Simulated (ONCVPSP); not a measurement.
**gallium (Ga): one change to an ONCV potential, before and after**

ONCVPSP 4.0.1 input, shortened (lines: element, Z, core and valence counts, functional; n l f; lmax; l rc ep ncon nbas qcut; lloc lpopt rc5 dvloc0; l nproj debl; icmod fcfact rcfact), PBE, scalar-relativistic:

```
  Ga 31.00    3    5        4      upf
    1    0    2.00
    2    0    2.00
    2    1    6.00
    3    0    2.00
    3    1    6.00
    3    2   10.00
    4    0    2.00
    4    1    1.00
    2
    0    1.05    0.00    3    8    9.40
    1    1.05    0.00    4    8   15.90
    2    0.85    0.00    4    9   15.40
    4    5    0.65    0.00
    0    2    2.50
    1    3    2.20
    2    2    0.60
    1    0.75    0.00
```

In the d channel the program set the typed energies aside and used -0.704, 0.250 Ha.

Change: s: qcut 13.6; p: qcut 23; d: qcut 22.3.

Cutoffs: the cutoffs (Ha) at which the residual kinetic energy of the hardest occupied pseudo-wave falls to 1 and 0.1 mHa per electron; they do not see the model core or the augmentation charge, which bear on the density cutoff. Errors are all-electron minus pseudo energies relative to the spin-unpolarised reference configuration.

Question: What does the change do?

Answer: The potential gets neither clearly harder nor softer (110 Ha and 231 Ha → 163 Ha and 186 Ha); the d channel sets the loose cutoff, while the largest relative change is in p, which becomes harder; of the 3 tests that both files solve, the error grows in 0 and shrinks in 1 by more than 15 % and 0.3 meV (median size 1.3 → 1.5 meV); neither file shows a bound ghost.

```tsv
quantity	base	changed
cutoff, loose	110 Ha	163 Ha
cutoff, tight	231 Ha	186 Ha
loose cutoff by channel	s 32 Ha, p 60 Ha, d 110 Ha	s 59 Ha, p 142 Ha, d 163 Ha
bound ghosts	none	none
GHOST(+) flags under 300 eV	none	none
tests with a reliable result	3 of 4	3 of 4
error for 3s2 3p6 3d10 4s2 4p0, meV [ΔE 5.69 eV]	-0.3	-0.4
error for 3s2 3p6 3d10 4s1 4p0, meV [ΔE 26.82 eV]	-1.3	-1.5
error for 3s2 3p6 3d9 4s2 4p1, meV [ΔE 27.70 eV]	+13	+1.5
s: phases at 1.06 bohr within 0.05 rad from the reference energy up to (Ha; the scan ends near 5)	to the end of the scan	to the end of the scan
p: phases at 1.06 bohr within 0.05 rad from the reference energy up to (Ha; the scan ends near 5)	to the end of the scan	to the end of the scan
d: phases at 0.86 bohr within 0.05 rad from the reference energy up to (Ha; the scan ends near 5)	to the end of the scan	to the end of the scan
rms error of d²Exc/dni dnj with the model core, mHa	1.66	1.37
```
